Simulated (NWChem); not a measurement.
Species: C2H2Cl2Si; SMILES C#C[SiH](Cl)Cl

Computed with NWChem. The geometry was optimised at PBE0/def2-SVP. Static field.

Task: Order these by “isotropic polarisability (bohr³)”, lowest first: B3LYP/def2-SVPD; PBE/def2-SVPD; Hartree-Fock/def2-SVPD.

Result: Hartree-Fock/def2-SVPD (69.3), B3LYP/def2-SVPD (74.6), PBE/def2-SVPD (76.8)
